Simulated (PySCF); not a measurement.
Species: GeH2Me(OEt), C3H10GeO.
Bonds: Ge1–C4, Ge1–O8, O8–C9, C9–C10. Hydrogens: H2, H3 on Ge1; H5, H6, H7 on C4; H11, H12 on C9; H13, H14, H15 on C10.

Computed by this run: PBE0-D3(BJ)/def2-SVP geometry optimisation, gas phase in PySCF 2.14.0; density fitting, grid level 1; the optimiser is geomeTRIC in internal coordinates, started from a GFN2-xTB structure with every atom displaced at random (about 0.03 Å).

The end geometry, which sets the zero of energy:
```
atom  x, y, z in Å
Ge1     0.6192    1.2989    0.4089
H2      0.6097    1.3143    1.9558
H3      2.0811    1.2896   -0.0969
C4     -0.4221    2.7389   -0.3596
H5     -0.0208    3.7145   -0.0491
H6     -1.4669    2.6626   -0.0268
H7     -0.3955    2.6763   -1.4565
O8     -0.1787   -0.2014   -0.1415
C9      0.3226   -1.4507    0.2545
C10    -0.5546   -2.5423   -0.3160
H11     1.3663   -1.5897   -0.0969
H12     0.3524   -1.5360    1.3609
H13    -0.1863   -3.5375   -0.0240
H14    -1.5877   -2.4303    0.0457
H15    -0.5716   -2.4831   -1.4145
```

Question: These geometries come from the run, each turned onto the end geometry. Order them by energy, lowest first.
A.
```
atom  x, y, z in Å
Ge1     0.6598    1.3116    0.4226
H2      0.6348    1.3398    1.9696
H3      2.1262    1.3475   -0.0843
C4     -0.4285    2.7083   -0.3601
H5     -0.1015    3.7161   -0.0637
H6     -1.4707    2.5725   -0.0341
H7     -0.4100    2.6240   -1.4568
O8     -0.1062   -0.1961   -0.1353
C9      0.3430   -1.4655    0.2609
C10    -0.5766   -2.5144   -0.3232
H11     1.3809   -1.6405   -0.0888
H12     0.3595   -1.5502    1.3668
H13    -0.2568   -3.5283   -0.0334
H14    -1.6073   -2.3544    0.0253
H15    -0.5793   -2.4466   -1.4215
```
B.
```
atom  x, y, z in Å
Ge1     0.7337    1.2611    0.4696
H2      0.6963    1.3634    1.9666
H3      2.0531    1.3412   -0.0435
C4     -0.3860    2.6856   -0.3877
H5     -0.1780    3.6669   -0.1566
H6     -1.5219    2.5563   -0.0493
H7     -0.4353    2.5628   -1.4572
O8     -0.0254   -0.1557   -0.0595
C9      0.3680   -1.4559    0.3371
C10    -0.5730   -2.4900   -0.3328
H11     1.3698   -1.6343   -0.0614
H12     0.4010   -1.6076    1.3880
H13    -0.3269   -3.4627   -0.1557
H14    -1.6263   -2.3253    0.0271
H15    -0.5819   -2.3820   -1.4407
```
C.
```
atom  x, y, z in Å
Ge1     0.6780    1.3096    0.4335
H2      0.6385    1.3757    1.9842
H3      2.1424    1.3902   -0.0928
C4     -0.4167    2.6907   -0.3588
H5     -0.1447    3.7179   -0.0749
H6     -1.4563    2.5350   -0.0339
H7     -0.4226    2.5848   -1.4544
O8     -0.0783   -0.1962   -0.1228
C9      0.3528   -1.4764    0.2668
C10    -0.5832   -2.5029   -0.3255
H11     1.3847   -1.6720   -0.0895
H12     0.3535   -1.5675    1.3684
H13    -0.2918   -3.5267   -0.0487
H14    -1.6133   -2.3188    0.0147
H15    -0.5759   -2.4194   -1.4223
```

Answer: A (0.006 eV), C (0.030 eV), B (0.889 eV).

In the order of the answer:

```csv
step,E above end (eV),largest force (eV/Å),rms force component (eV/Å),rms distance from end (Å),rms bond change (Å),bond most changed (Å)
2,0.006,0.18,0.053,0.059,0.002,Ge1–O8 -0.005
1,0.030,0.50,0.136,0.090,0.005,Ge1–O8 -0.012
0,0.889,4.58,1.578,0.124,0.064,Ge1–H3 -0.129
```

The cost below is that of the whole optimisation. On Intel Xeon at 2.50 GHz, one thread (shared host), this took 3.0 min wall, 2.4 min CPU and 0.51 GiB of memory at its peak.
